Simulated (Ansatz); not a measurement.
Basis-set extrapolation for C$_{2}$H$_{6}$OSSi, SMILES `[SiH3]O/C=C\S` (PBE0-D4/def2-TZVP geometry, frozen core, Ansatz 0.2.0). Multiplicity 1, RHF reference.

```csv
,def2-TZVPP,def2-QZVPP
HF,-840.648067,-840.676098
MP2 correlation,-0.857470,-0.922218
CCSD(T) correlation,-0.946452,not run
```

Energies in hartree. Use E(X) = E(∞) + A·exp(−7.88·√X) for Hartree–Fock and E(X) = E(∞) + B·X^(−2.97) for correlation, with X = 3 and 4, and add CCSD(T) minus MP2 of the smaller set to the MP2 limit.

Question: What is the CCSD(T) energy at the basis-set limit?

Answer: HF limit: -840.676098 + (-0.028031) × 0.13774 = -840.67996. MP2 limit: -0.922218 + (-0.064748) × 0.74074 = -0.97018. Higher-order term: -0.946452 − (-0.857470) = -0.08898. Total: -841.73912 hartree, 379.6 kJ/mol below CCSD(T)/def2-TZVPP.
